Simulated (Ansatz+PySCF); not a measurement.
Results of a calculation; reference values are marked as such.
**Several solutions for doublet NiH₂O(+)**

```yaml
atoms:
  - { symbol: Ni, position_ang: [0.0000, 0.0000, 0.0000] }
  - { symbol: O, position_ang: [0.0000, 0.0000, 2.0280] }
  - { symbol: H, position_ang: [0.7750, 0.0000, 2.6030] }
  - { symbol: H, position_ang: [-0.7750, 0.0000, 2.6030] }
```

Basis set: def2-SVP (spherical functions). Charge 1, multiplicity 2.

PBE0 (unrestricted) was run from several starts with Ansatz (development build ahead of 0.2.0) and PySCF 2.14.0.

```json
{"run": "A", "program": "PySCF", "start": "guess minao, instabilities followed", "converged": "yes", "energy (hartree)": "-1583.88291", "<S²>": "0.86"}
{"run": "B", "program": "Ansatz", "start": "stability test followed", "converged": "yes", "energy (hartree)": "-1583.88294", "<S²>": "0.86"}
{"run": "C", "program": "Ansatz", "start": "search for the lowest state", "converged": "yes", "energy (hartree)": "-1583.88294", "<S²>": "0.86"}
{"run": "D", "program": "PySCF", "start": "guess huckel, instabilities followed", "converged": "no", "energy (hartree)": "–", "<S²>": "–"}
{"run": "E", "program": "PySCF", "start": "guess atom, instabilities followed", "converged": "yes", "energy (hartree)": "-1583.88291", "<S²>": "0.86"}
{"run": "F", "program": "Ansatz", "start": "atomic start, no search", "converged": "yes", "energy (hartree)": "-1583.88116", "<S²>": "0.83"}
{"run": "G", "program": "PySCF", "start": "program defaults", "converged": "yes", "energy (hartree)": "-1583.88114", "<S²>": "0.83"}
```

**Question.** Which runs reached the lowest solution of this kind, and what is wrong with the others?

**Answer.** A, B, C, E reached the lowest solution found or ended within 0.01 eV of it (a small difference can mark another solution nearby). Converged but too high: F by 0.05 eV, G by 0.05 eV. Convergence only shows a stationary point, and even a stable one can lie too high; stability tests and further starts are what find lower ones. Not converged: D. Caution: another spin multiplicity may lie lower. Caution: the unrestricted determinant is spin contaminated.
